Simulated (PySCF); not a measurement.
Low-lying terms of Bi³⁺ (bismuth, charge +3)

Ground state [Xe] 4f14 5d10 6s2, ¹S. Calculation: PySCF 2.14, in aug-cc-pVTZ-PP with one added diffuse shell each of d, f type with ECP60MDF (6s5p5d3f, 67 functions); scalar relativity through the core potential. Vertical excitation energies in eV without spin-orbit coupling; excited terms of each kind are numbered among those the solver found. Frozen: 5s2 5p6.

| term | leading excitation | EOM-EE-CCSD |
| --- | --- | --- |
| 1 3P° | 6s → p | 10.500 |
| 1 1P° | 6s → p | 14.006 |
| 1 1D | 6s → d | 22.997 |
| 1 3S | 6s → s | 23.779 |
| 1 3D | 6s → d | 23.946 |
| 1 1S | 6s → s | 24.326 |
| 2 3P° | 6s → p | 27.944 |
| 2 1P° | 6s → p | 28.031 |
| 1 3F° | 6s → f | 29.444 |
| 1 1F° | 6s → f | 29.520 |
| 2 3D | 6s → d | 32.447 |
| 2 1D | 6s → d | 32.677 |

Doubly excited terms such as np² are absent. The solver can miss terms.
